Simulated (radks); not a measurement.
Results of a calculation; reference values are marked as such.
Fractional charge and spin in the 3s shell of chlorine: the spin-up occupation runs from 0 to 1 and the spin-down occupation from 0 to 1; the fullest corner is Cl, [Ne] 3p(up 2.5, down 2.5) 3s(up 1, down 1). Level of theory: scalar-relativistic Kohn-Sham, BLYP, spin-polarised, spherical densities, point nucleus (a radial shooting solver on a logarithmic mesh with Libxc functionals). Energy (eV) minus the two flat planes that join the four corners (they meet along the diagonal where the two added fractions sum to one electron); zero is where a piecewise linear energy would lie.

down \ up       0    0.25     0.5    0.75       1
0           0.000  -1.202  -1.593  -1.187   0.000
0.25       -1.202  -1.506  -1.019   0.245  -1.074
0.5        -1.593  -1.019   0.327  -0.914  -1.418
0.75       -1.187   0.245  -0.914  -1.340  -1.053
1           0.000  -1.074  -1.418  -1.053   0.000

Corners above the fullest one (they belong to Cl+ and the next ion): (up 1, down 0) 26.094 eV, (up 0, down 1) 26.094 eV, (up 0, down 0) 65.562 eV. With half an added electron in each spin the energy lies 0.327 eV from the planes, and with half an added electron in spin up alone -1.593 eV. The planes are only a guide here: the flat-plane condition holds for ground states with one frontier orbital, while this shell lies below other occupied shells, so the corners above the fullest one are inner-hole states and not the ground states of those ions.
